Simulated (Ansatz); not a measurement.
Computed with Ansatz on PBE0-D4/def2-TZVP structures; ΔE is electronic, products minus reactants. CCSD(T)/CBS is the MP2 limit (def2-TZVPP, def2-QZVPP) plus CCSD(T) − MP2 in def2-TZVPP, frozen cores. Functionals use def2-TZVPP. HSE06 is defined as in plane-wave codes. Each species was taken in one conformer, which may not be the lowest.

Consider the redistribution: `BSBS` + `F[SiH](F)Cl` → `BSB` + `F[Si](F)(S)Cl`.

| level | ΔE (kcal/mol) | difference from CCSD(T)/CBS |
| --- | --- | --- |
| revPBE-D4 | 7.9 | 0.7 |
| PBE0-D4 | 7.6 | 0.4 |
| r2SCANh-D4 | 7.5 | 0.3 |
| HSE06-D4 | 7.6 | 0.4 |
| ωB97X-V | 6.6 | -0.6 |
| ωB97M-V | 6.5 | -0.7 |
| BLYP | 8.8 | 1.6 |
| BHLYP | 7.0 | -0.2 |
| CAM-B3LYP | 7.6 | 0.4 |
| LC-ωPBE | 7.0 | -0.2 |
| HF/def2-SVP | 7.9 | 0.7 |
| CCSD/def2-SVP | 11.0 | 3.8 |
| MP2/def2-TZVPP | 8.0 | 0.8 |
| CCSD/def2-TZVPP | 7.3 | 0.1 |
| CCSD(T)/def2-TZVPP | 7.8 | 0.6 |
| HF/def2-QZVPP | 5.5 | -1.7 |
| CCSD(T)/CBS | 7.2 | 0 |

Largest T1 diagnostic among the species: 0.015.

The D4 term adds −0.7 kcal/mol with B3LYP and −0.4 kcal/mol with PBE0; it sums over pairs of atoms, weighted by their polarisabilities, and B3LYP, whose exchange is more repulsive, gets the larger term. From BLYP to BHLYP (50 % exact exchange), in def2-TZVPP and without D4, ΔE moves by −1.8 kcal/mol. In def2-TZVPP, CCSD(T) changes the Hartree–Fock value by +2.2 kcal/mol (the triples alone add +0.5 kcal/mol) and MP2 by +2.4 kcal/mol.

B3LYP here is the variant with VWN-RPA as its local correlation; programs differ in this.
